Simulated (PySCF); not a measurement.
C7H11FOSi.
SMILES with atom numbers: `[CH2:1]=[CH:2][CH2:3][C:4]1=[C:5]([F:6])[Si@@H:7]([O:8][CH3:9])[CH2:10]1`

Cartesian coordinates in Å at the GFN2-xTB level; atoms count from 1:
```
atom  x, y, z in Å
C1    -3.710    0.725    1.252
C2    -2.951    0.038    0.421
C3    -1.944    0.645   -0.512
C4    -0.580    0.157   -0.159
C5     0.206   -0.762   -0.731
F6    -0.080   -1.467   -1.857
Si7    1.560   -0.686    0.591
O8     2.976    0.026    0.287
C9     4.175   -0.532   -0.172
C10    0.219    0.600    1.046
H11   -4.416    0.245    1.909
H12   -3.664    1.801    1.308
H13   -3.009   -1.042    0.385
H14   -2.175    0.345   -1.539
H15   -1.981    1.735   -0.439
H16    1.697   -1.894    1.400
H17    4.492   -1.355    0.470
H18    4.933    0.252   -0.157
H19    4.060   -0.906   -1.191
H20    0.501    1.649    0.998
H21   -0.317    0.442    1.980
```

NICS is the negative of the GIAO shielding at a point without a nucleus: at the ring centre (0) and 1 Å above and below it (1); zz is the component along the ring normal. Level: GIAO PBE0/pcSseg-1 (PySCF, non-relativistic, gas phase) on the GFN2-xTB geometry, one conformer.

Ring bond lengths (Å), with Mayer bond orders in brackets: C4–C5 1.337 (1.72), C5–Si7 1.894 (0.87), Si7–C10 1.913 (0.90), C10–C4 1.513 (0.99).

Question: What do the NICS probes read (ppm)?

Answer: 
| ring | type | NICS(0) | NICS(1), two faces | NICS(1)zz, two faces | rms pucker (Å) | centre to ring atoms, mean (Å) |
| --- | --- | --- | --- | --- | --- | --- |
| C4–C5–Si7–C10 | 4-membered ring with Si; formal bonds 1 double, 3 single | -8.7 | -3.0 / -5.3 | 1.3 / -2.3 | 0.01 | 1.17 |

Question: What do they say, and how far can they be read as aromaticity?

Answer: 
- C4–C5–Si7–C10: mean NICS(1)zz -0.5 ppm, near zero. Si7, C10 have four or more neighbours, so the value isn't read as a sign of a π ring current. The two faces differ by 3.6 ppm, so no symmetry operation interchanges them.

Question: What field does 7.05 T along the ring normal induce along that normal at the first NICS(1) probe listed for ring C4–C5–Si7–C10, 1 Å off the ring?

Answer: NICSzz × B0 = 1.3 ppm × 7.05 T = 9 μT, along the applied field.

Question: How shielded are the nuclei of the rings and their hydrogens (means over atoms taken as equivalent)?

Answer: 
```json
{"atoms": "C4", "environment": "fully substituted alkene carbon", "σ isotropic (ppm)": "42.9"}
{"atoms": "C5", "environment": "vinylic C–F carbon", "σ isotropic (ppm)": "16.2"}
{"atoms": "Si7", "environment": "oxygen-bound silicon", "σ isotropic (ppm)": "367.4"}
{"atoms": "C10", "environment": "sp3 carbon bound to silicon", "σ isotropic (ppm)": "169.9"}
{"atoms": "H16", "environment": "Si–H hydrogen", "σ isotropic (ppm)": "26.35"}
{"atoms": "H20", "environment": "methylene hydrogen", "σ isotropic (ppm)": "30.55"}
{"atoms": "H21", "environment": "methylene hydrogen", "σ isotropic (ppm)": "30.26"}
```

On Arm Neoverse V1, one thread (shared host), this took 70 s (grids of density and orbitals included) and 1.1 GiB of memory at its peak. This is the whole shielding run at PBE0/pcSseg-1, SCF included.
